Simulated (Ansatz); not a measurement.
Reaction (formal hydrolysis of a C–Si bond): `BOC(O)[SiH3]` + H₂O → `BOC(O)O` + SiH₄

Calculated with Ansatz (gas phase, PBE0-D4/def2-TZVP geometries, no zero-point term in ΔE). CBS: MP2 limit from def2 TZ/QZ plus the TZ coupled-cluster correction, frozen cores. This one scheme is used for every species. Functionals use def2-TZVPP. Each species was taken in one conformer, which may not be the lowest.

```json
{"level": "PBE-D4", "ΔE (kJ/mol)": "-4.2", "difference from CCSD(T)/CBS": "-4.7"}
{"level": "r2SCAN-D4", "ΔE (kJ/mol)": "-12.1", "difference from CCSD(T)/CBS": "-12.6"}
{"level": "PBE0-D4", "ΔE (kJ/mol)": "-7.8", "difference from CCSD(T)/CBS": "-8.3"}
{"level": "ωB97M-V", "ΔE (kJ/mol)": "-8.8", "difference from CCSD(T)/CBS": "-9.3"}
{"level": "B2PLYP", "ΔE (kJ/mol)": "-9.3", "difference from CCSD(T)/CBS": "-9.8"}
{"level": "PBE", "ΔE (kJ/mol)": "-8.2", "difference from CCSD(T)/CBS": "-8.7"}
{"level": "r2SCAN", "ΔE (kJ/mol)": "-13.2", "difference from CCSD(T)/CBS": "-13.7"}
{"level": "PBE0", "ΔE (kJ/mol)": "-11.4", "difference from CCSD(T)/CBS": "-11.9"}
{"level": "SCS-MP2/def2-TZVPP", "ΔE (kJ/mol)": "-7.1", "difference from CCSD(T)/CBS": "-7.6"}
{"level": "CCSD(T)/def2-TZVPP", "ΔE (kJ/mol)": "-8.3", "difference from CCSD(T)/CBS": "-8.8"}
{"level": "HF/def2-QZVPP", "ΔE (kJ/mol)": "-27.5", "difference from CCSD(T)/CBS": "-28.0"}
{"level": "MP2/def2-QZVPP", "ΔE (kJ/mol)": "2.7", "difference from CCSD(T)/CBS": "2.2"}
{"level": "SCS-MP2/def2-QZVPP", "ΔE (kJ/mol)": "-1.6", "difference from CCSD(T)/CBS": "-2.1"}
{"level": "HF/CBS(def2)", "ΔE (kJ/mol)": "-27.3", "difference from CCSD(T)/CBS": "-27.8"}
{"level": "MP2/CBS(def2)", "ΔE (kJ/mol)": "5.9", "difference from CCSD(T)/CBS": "5.4"}
{"level": "CCSD/CBS(def2)", "ΔE (kJ/mol)": "-1.1", "difference from CCSD(T)/CBS": "-1.6"}
{"level": "CCSD(T)/CBS", "ΔE (kJ/mol)": "0.5", "difference from CCSD(T)/CBS": "0"}
```

Largest T1 diagnostic among the species: 0.014.

In def2-TZVPP, CCSD(T) changes the Hartree–Fock value by +20.7 kJ/mol (the triples alone add +1.6 kJ/mol) and MP2 by +26.1 kJ/mol. From PBE to PBE0 (25 % exact exchange), in def2-TZVPP and without D4, ΔE moves by −3.2 kJ/mol. The D4 term adds +6.4 kJ/mol with B3LYP and +3.6 kJ/mol with PBE0; it sums over pairs of atoms, weighted by their polarisabilities, and B3LYP, whose exchange is more repulsive, gets the larger term.

CCSD(T)/CBS has its own doubt, a few kJ/mol and more with outer-core shells, so smaller differences from it don't rank the levels.

B3LYP here is the variant with VWN-RPA as its local correlation; programs differ in this.
